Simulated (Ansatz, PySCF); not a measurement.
System: aluminum atom, Al, net charge 0, doublet state.

Wanted: ionisation energy to the singlet, in eV. Terms: each state is the SCF solution reached for its charge and spin; spin-orbit terms left out; non-relativistic; six Cartesian d functions in 6-31G* and its kin unless marked 5d; open shells spin-unrestricted.

```csv
species,coefficient,"E at M06-2X/6-31G* (5d) (PySCF), Eh","E at PBE0/def2-TZVPD (Ansatz), Eh"
"charge 1, singlet",+1,-242.10825,-242.02548
"charge 0, doublet",-1,-242.32038,-242.24900
```

Measured values: NIST ASD by pymatgen's periodic table; they hold spin-orbit and core effects.  Value to compare with, the measured value: 5.99 eV. 1 Eh = 27.2114 eV.

Compute it at each level from the table, and compare with the measured value.


- M06-2X/6-31G* (5d): the sum of coefficient times E is 0.21213 Eh, or 5.772 eV. Result: 5.77 eV. Its error against the measured value is -0.22 eV.
- PBE0/def2-TZVPD: the sum of coefficient times E is 0.22352 Eh, or 6.082 eV. Result: 6.08 eV. Its error against the measured value is 0.09 eV.

Ansatz is a first-principles code.
